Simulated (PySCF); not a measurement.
**Nonlinear optical response: SMILES CC=C=C(C)OC, C$_{6}$H$_{10}$O**

Molfile (atoms numbered from 1):
```
C6H10O
     RDKit          3D

 17 16  0  0  0  0  0  0  0  0999 V2000
   -3.0755   -0.3018   -0.0128 C   0  0  0  0  0  0  0  0  0  0  0  0
   -1.7109   -0.5131   -0.5992 C   0  0  0  0  0  0  0  0  0  0  0  0
   -0.5781   -0.1935   -0.0227 C   0  0  0  0  0  0  0  0  0  0  0  0
    0.5269    0.1737    0.5962 C   0  0  0  0  0  0  0  0  0  0  0  0
    1.1530    1.5253    0.4157 C   0  0  0  0  0  0  0  0  0  0  0  0
    1.1014   -0.6790    1.5015 O   0  0  0  0  0  0  0  0  0  0  0  0
    2.4864   -0.8698    1.4015 C   0  0  0  0  0  0  0  0  0  0  0  0
   -3.6868    0.3438   -0.6650 H   0  0  0  0  0  0  0  0  0  0  0  0
   -3.0182    0.1609    0.9819 H   0  0  0  0  0  0  0  0  0  0  0  0
   -3.6120   -1.2605    0.0797 H   0  0  0  0  0  0  0  0  0  0  0  0
   -1.6754   -0.9810   -1.5948 H   0  0  0  0  0  0  0  0  0  0  0  0
    2.1472    1.4616   -0.0560 H   0  0  0  0  0  0  0  0  0  0  0  0
    0.5191    2.1558   -0.2200 H   0  0  0  0  0  0  0  0  0  0  0  0
    1.2798    2.0204    1.3929 H   0  0  0  0  0  0  0  0  0  0  0  0
    2.7578   -1.6265    2.1499 H   0  0  0  0  0  0  0  0  0  0  0  0
    2.7796   -1.2427    0.4027 H   0  0  0  0  0  0  0  0  0  0  0  0
    3.0618    0.0486    1.6168 H   0  0  0  0  0  0  0  0  0  0  0  0
  1  2  1  0
  2  3  2  0
  3  4  2  0
  4  5  1  0
  4  6  1  0
  6  7  1  0
  1  8  1  0
  1  9  1  0
  1 10  1  0
  2 11  1  0
  5 12  1  0
  5 13  1  0
  5 14  1  0
  7 15  1  0
  7 16  1  0
  7 17  1  0
M  END
```

Computed, not measured: quadratic response CAM-B3LYP/aug-cc-pVDZ first hyperpolarisability, Taylor convention, gas phase in PySCF 2.14.0. Geometry: PBE0-D3(BJ)/def2-SVP.

Problem. Give β for the processes computed.

Solution. In au, Taylor convention; the vector part is βᵢ = ⅓ Σⱼ (βᵢⱼⱼ + βⱼᵢⱼ + βⱼⱼᵢ); β∥ is 3/5 of the vector part along the dipole, the dipole points from − to +:
| process | λ (nm) | β vector norm | β∥ | β HRS | depolarisation ratio |
| --- | --- | --- | --- | --- | --- |
| static β(0;0,0) | ∞ | 140.1 | -33.9 | 57.7 | 5.09 |
| second harmonic β(−2ω;ω,ω) | 1907 | 148.7 | -33.6 | 61.2 | 5.13 |
| Pockels β(−ω;ω,0) | 1907 | 142.9 | -33.8 | – | – |
| second harmonic β(−2ω;ω,ω) | 1064 | 171.8 | -32.0 | 70.6 | 5.18 |
| Pockels β(−ω;ω,0) | 1064 | 149.3 | -33.5 | – | – |

Problem. Which lowest excitations, dipole and polarisabilities go with it?

Solution. S1 5.14 eV (f = 0.004); S2 5.62 eV (f = 0.037); S3 6.15 eV (f = 0.008); dipole 1.20 D; isotropic α 87.4 au static, 87.7 au at 1907 nm, 88.4 au at 1064 nm, 88.7 au at 953.5 nm, 91.7 au at 532 nm.
